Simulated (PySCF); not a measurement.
Can point charges reproduce the dipole moment of `CPCC(C)(C)C`?

Coordinates (PBE0-D3(BJ)/def2-SVP, Å) and charges (e) from the PBE0/pcSseg-1 density (PySCF):

```
atom       x       y       z  Mulliken      IAO  Hirshfeld  ESP-fitted
  C1   3.263   0.509  -0.248   -0.5278  -0.5966    -0.1631     -0.2914
  P2   1.554   1.154  -0.566   +0.2063  +0.3267    +0.1156     -0.2797
  C3   0.577  -0.296   0.089   -0.3684  -0.4235    -0.1102     -0.0023
  C4  -0.951  -0.198  -0.064   -0.5843  +0.0614    +0.0240     +0.4591
  C5  -1.335  -0.154  -1.545   -0.1603  -0.4090    -0.1211     -0.0614
  C6  -1.474   1.056   0.640   -0.1742  -0.4069    -0.1176     -0.4502
  C7  -1.577  -1.438   0.582   -0.1607  -0.4028    -0.1154     -0.7194
  H8   3.501  -0.259  -1.000   +0.1451  +0.1508    +0.0417     +0.1185
  H9   3.989   1.327  -0.367   +0.1484  +0.1555    +0.0438     +0.1345
 H10   3.383   0.070   0.754   +0.1384  +0.1404    +0.0391     +0.0703
 H11   1.469   1.983   0.596   +0.0419  -0.0409    -0.0227     +0.1115
 H12   0.838  -0.472   1.147   +0.1395  +0.1269    +0.0326     +0.0324
 H13   0.939  -1.176  -0.472   +0.1397  +0.1331    +0.0355     +0.0729
 H14  -2.428  -0.082  -1.663   +0.1091  +0.1306    +0.0372     +0.0196
 H15  -0.999  -1.064  -2.067   +0.1055  +0.1286    +0.0354     +0.0208
 H16  -0.878   0.711  -2.051   +0.1291  +0.1401    +0.0270     -0.0360
 H17  -1.179   1.070   1.702   +0.1096  +0.1297    +0.0360     +0.0987
 H18  -1.086   1.974   0.169   +0.1213  +0.1317    +0.0334     +0.0991
 H19  -2.573   1.100   0.595   +0.1129  +0.1330    +0.0387     +0.1182
 H20  -1.206  -2.362   0.109   +0.1092  +0.1303    +0.0366     +0.1326
 H21  -1.339  -1.490   1.657   +0.1078  +0.1295    +0.0361     +0.1688
 H22  -2.674  -1.424   0.479   +0.1118  +0.1314    +0.0378     +0.1837
```

What dipole does each set of charges give (1 e·Å = 4.803 D), and what does the density give?

The full density gives (0.23, -0.82, 0.91) D, 1.24 D in size; dipole vectors point from the negative to the positive end.

| scheme | μx | μy | μz | size (D) | share of the full size (%) | angle to the full dipole (°) |
| --- | --- | --- | --- | --- | --- | --- |
| Mulliken | -0.32 | 0.78 | -0.29 | 0.89 | 72 | 152 |
| IAO | -0.27 | 0.42 | -0.68 | 0.84 | 68 | 167 |
| Hirshfeld | 0.18 | 0.09 | -0.15 | 0.25 | 20 | 123 |
| ESP-fitted | 0.30 | -0.79 | 0.86 | 1.21 | 97 | 4 |

Which set comes closest?

Length of the difference vector: ESP-fitted 0.09 D, Hirshfeld 1.39 D, Mulliken 2.07 D, IAO 2.07 D. Closest: ESP-fitted. ESP charges are fitted to the potential around the molecule, whose slowest-falling term is the dipole's. The schemes that divide the density aren't constrained to reproduce the dipole.

What is left for the Hirshfeld atoms' own dipoles?

The Hirshfeld atoms' densities add up to the full density, so μ = Σ q r + Σ (atomic dipoles). The atomic dipoles sum to (0.23, -0.82, 0.91) − (0.18, 0.09, -0.15) = (0.05, -0.91, 1.06) D, 1.39 D in size.

With the origin at the mean of the coordinates, (-0.008, 0.025, -0.069) Å, which are the largest single terms, by size, of the IAO dipole along the direction of the full one?

C5 +2.37, C7 -2.22, H16 -1.39, P2 -1.28, H21 +1.25 D; all 22 atoms together -0.82 D. The single terms depend on the origin, their sum doesn't.

Give the size of the full dipole in other units.

1.24 D = 0.488 au = 0.258 e·Å = 4.14 × 10⁻³⁰ C·m.

Isolated species at its PBE0-D3(BJ)/def2-SVP geometry (one conformer only).

These values come from a run that also computed NMR shieldings. Hardware: an Arm Neoverse V2 with one thread, shared host with 96 logical CPUs at a one-minute load of 38. Cost: 31 s, 0.95 GiB resident at most.

The values belong to the conformer `[CH3:1][PH:2][CH2:3][C:4]([CH3:5])([CH3:6])[CH3:7]`: C1–P2–C3–C4 -177°, P2–C3–C4–C5 63°.
